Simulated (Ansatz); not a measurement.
System: bromo(trichloro)silane, sum formula SiBrCl$_{3}$, charge 0, multiplicity 1. 
Geometry from a B3LYP-D3(BJ)/def2-TZVP (Ansatz, a quantum-chemistry and plane-wave program) optimisation:
SMILES: Cl[Si](Cl)(Cl)Br
```xyz
5

Si    -0.4130     0.0753     0.0382
Cl    -0.9617    -0.0909     1.9902
Cl    -1.4600    -1.2713    -1.0706
Cl    -0.8299     1.9550    -0.6189
Br     1.7445    -0.3181    -0.1613
```

Total electronic energies in hartree. Cores are frozen in the correlated levels unless marked. No spin-orbit coupling. Frozen are the shells of the preceding noble gas and the d and f shells that filled before the atom's block. Non-relativistic. CBS(X,Y): correlation extrapolated as X^-3; Hartree-Fock from the larger set. The bracket is a focal-point correction in the basis named.

| level | program | energy (Eh) |
|---|---|---|
| HF/def2-QZVPPD | Ansatz | -4240.20548 |
| RI-HF/def2-TZVPP | Ansatz | -4240.10882 |
| BLYP-D3(BJ)/def2-TZVPD | Ansatz + dftd3 | -4244.54124 |
| B97M-V/def2-TZVPD | Ansatz | -4243.62132 |
| r2SCANh/def2-TZVPD | Ansatz | -4244.37934 |
| wB97X-V/def2-TZVPD | Ansatz | -4244.02622 |
| CCSD(T)/def2-TZVPP | Ansatz | -4241.04272 |
| CCSD(T)/def2-TZVPPD | Ansatz | -4241.05033 |
| RI-MP2/CBS(def2-TZVPPD,def2-QZVPPD)+[CCSD(T)-MP2]/def2-TZVPPD | Ansatz | -4241.2890 |

Totals of different functionals don't rank their quality; only differences between species are comparable.
